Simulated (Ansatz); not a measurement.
A single Tb atom.

Basis set: def2-TZVPP. Charge 3. Computed with Ansatz (development build ahead of 0.2.0); the lowest solution found for each multiplicity.

Problem. How do the multiplicities compare at this shape? Give, from the lowest of each method, PBE0 (unrestricted) for 5, 7.

Solution.

```tsv
method	multiplicity	E (eV)	<S²>
PBE0, unrestricted	5	3.231	7.60
PBE0, unrestricted	7	0.000	12.62
```

Caution for PBE0, unrestricted: the unrestricted determinant is a mixture of spin states.
